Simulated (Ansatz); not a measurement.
Cost and result up the ladder for NiHg₅Te₄Cl₄, a doped nanocrystal cut from zinc blende HgTe (Ni for one cation, 4 Cl caps) (14 atoms). Charge 0, multiplicity 3. Geometry: r2SCAN-D4/def2-SVP.

```xyz
14

Te    0.903   -0.694    3.207
Te   -0.625    3.021   -0.335
Te   -1.615   -1.923   -0.496
Te    3.105   -0.584   -1.705
Ni   -1.253   -1.245    1.924
Hg   -2.517    0.658   -0.793
Hg    0.199    1.666    1.895
Hg    2.496   -0.700    0.972
Hg    1.531    1.621   -1.227
Hg    0.696   -2.220   -1.980
Cl   -2.731    0.313    2.360
Cl   -4.423    1.922   -1.472
Cl    2.997    2.069    1.256
Cl    1.236   -3.904   -3.607
```

Ansatz on 2 threads of AMD EPYC 7R13 on a shared host and a share (18 GiB) of an NVIDIA H100 80GB HBM3. Times are rough, and most runs start from the orbitals of an earlier one. ωB97M-V/def2-TZVP serves as the yardstick here, not as an exact answer. Differences are given only for rows in sets of like size (and for xTB, whose basis is part of the method), since another set adds its own error. Binding counts from free atoms at the same level (Te triplet, Ni triplet, Hg singlet, Cl doublet; other spins of the atoms weren't run), without zero-point energy or a counterpoise term.

In the def2 sets Hg, Te take a core potential; there is no spin–orbit coupling. HSE06 is defined as in plane-wave codes, on full-range PBE exchange. Correlated methods freeze 41 core orbitals; core or outer-core shells of Te, Ni, Hg are correlated, in sets that lack core-valence functions. The rows differ in basis, and correlated rows in double-zeta sets carry the largest basis error. Single mean-field runs in def2-TZVP are fitted with def2-universal-jkfit.

Correlated methods converge slowly with the basis, most of all in double-zeta sets.

```json
{"level": "PBE0-D4/def2-TZVP", "functions": "608", "binding energy per atom (eV)": "1.71", "difference from ωB97M-V/def2-TZVP (eV)": "0.03"}
{"level": "r2SCAN-D4/def2-TZVP (with forces)", "functions": "608", "binding energy per atom (eV)": "1.75", "difference from ωB97M-V/def2-TZVP (eV)": "0.07"}
{"level": "MP2/def2-SVP", "functions": "367", "binding energy per atom (eV)": "1.39", "difference from ωB97M-V/def2-TZVP (eV)": "–"}
{"level": "PBE-D4/def2-SVP", "functions": "367", "binding energy per atom (eV)": "1.77", "difference from ωB97M-V/def2-TZVP (eV)": "–"}
{"level": "ωB97M-V/def2-TZVP", "functions": "608", "binding energy per atom (eV)": "1.68", "difference from ωB97M-V/def2-TZVP (eV)": "0.00"}
{"level": "HSE06-D4/def2-TZVP", "functions": "608", "binding energy per atom (eV)": "1.71", "difference from ωB97M-V/def2-TZVP (eV)": "0.03"}
{"level": "PBE0-D4/def2-SVP", "functions": "367", "binding energy per atom (eV)": "1.67", "difference from ωB97M-V/def2-TZVP (eV)": "–"}
```

**Question.** Estimate how long each takes.

**Answer.** PBE-D4/def2-SVP 8.5 s; r2SCAN-D4/def2-TZVP (with forces) 14 s; PBE0-D4/def2-SVP 16 s; MP2/def2-SVP 18 s; HSE06-D4/def2-TZVP 19 s; PBE0-D4/def2-TZVP 23 s; ωB97M-V/def2-TZVP 40 s. On shared hardware such times vary by a factor of up to 3.
